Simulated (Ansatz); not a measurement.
A geometry relaxed with r2SCAN-D4/def2-TZVP (Ansatz, a first-principles code), charge 0, multiplicity 1:

```xyz
6

H      1.9100    -0.3224    -0.0388
B      0.0048     0.0340     0.0179
O      1.0788    -0.7277    -0.3042
H     -1.9263     0.2064    -0.0222
O     -1.2381    -0.4084    -0.2941
F      0.1707     1.2181     0.6414
```

Task: Write the SMILES of this molecule.

Result: `OB(O)F`
